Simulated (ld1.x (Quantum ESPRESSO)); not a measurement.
What one change does to a pseudopotential (molybdenum (Mo), TM)

molybdenum, norm-conserving Troullier–Martins (Kleinman–Bylander form), made with ld1.x (Quantum ESPRESSO) 7.5 (BLYP, scalar-relativistic). Core [Kr], reference 4d4 5s0 5p0 (charge +2). Waves: 5s (bound, empty): rc 2.35 bohr; 4d (bound): rc 2.45 bohr; 5p (bound, empty): rc 2.90 bohr. Local part: the p channel. Core correction: a·sin(br)/r model core, default radius (core density twice the valence density).

Change: non-relativistic.

Cutoffs: the cutoffs (Ry, on a coarse ladder) from which the occupation-weighted sum of valence levels, in a spherical-Bessel basis at the reference potential, stays within 10 and 1 mRy of its value at 400 Ry; they do not see the model core or the augmentation charge, which bear on the density cutoff. Errors are all-electron minus pseudo energies relative to the spin-unpolarised reference configuration.

Q: How do hardness, ghosts and transferability respond?

A: The potential gets neither clearly harder nor softer (35 Ry and 40 Ry → 35 Ry and 40 Ry); the errors of the 7 common tests hardly move; neither file shows a bound ghost.

```tsv
quantity	base	changed
cutoff, loose	35 Ry	35 Ry
cutoff, tight	40 Ry	40 Ry
bound ghosts	none	none
error for 4d5 5s1 5p0, meV [ΔE -22.34 → -22.19 eV]	-124	-124
error for 4d5 5s0 5p0, meV [ΔE -15.40 → -15.62 eV]	-165	-181
error for 4d3 5s0 5p0, meV [ΔE 26.66 → 27.01 eV]	-239	-256
error for 4d6 5s0 5p0, meV [ΔE -21.49 → -21.79 eV]	-422	-466
error for 4d5 5s0 5p1, meV [ΔE -19.18 → -19.32 eV]	-125	-141
error for 4d4 5s2 5p0, meV [ΔE -22.22 → -21.46 eV]	-7.0	+6.3
error for 4d5.5 5s0.5 5p0, meV [ΔE -22.02 → -22.11 eV]	-259	-279
s: phases at 3.14 bohr within 0.05 rad from the reference energy up to (Ry; the scan ends near 5)	-0.4	-0.6
p: phases at 3.14 bohr within 0.05 rad from the reference energy up to (Ry; the scan ends near 5)	1.0	1.0
d: phases at 3.14 bohr within 0.05 rad from the reference energy up to (Ry; the scan ends near 5)	-0.7	-0.7
```
